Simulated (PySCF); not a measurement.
**From a computed spectrum to the compound**

A species of 3 atoms with charge 1 has these harmonic modes (PBE0, small Gaussian bases with core potentials, PySCF 2.14.0):

```csv
cm⁻¹,km/mol,symmetry
136,17.4,a1
670,149.7,b2
682,51.3,a1
```

Question: Which species is it, and in which structure?

Answer: [ErF2]+ (singlet in the valence; each metal's 4f electrons, 11 of them, lie in its core potential, out of spins and levels):
```xyz
3

Er    0.0000    0.0000   -0.2021
F     1.5714    0.0000    0.8827
F    -1.5714    0.0000    0.8827
```
Ideal gas at 298.15 K and 1 bar: S = 298.3 J/(mol K), Cp = 48.6 J/(mol K), H − H(0 K) = 12.3 kJ/mol (rigid rotor, harmonic modes, spin degeneracy alone, that of the 4f electrons in the core included). An lcecp potential fixes the number of 4f electrons, so in runs with it no electron can move into or out of that shell.
 This is one of several that fit.
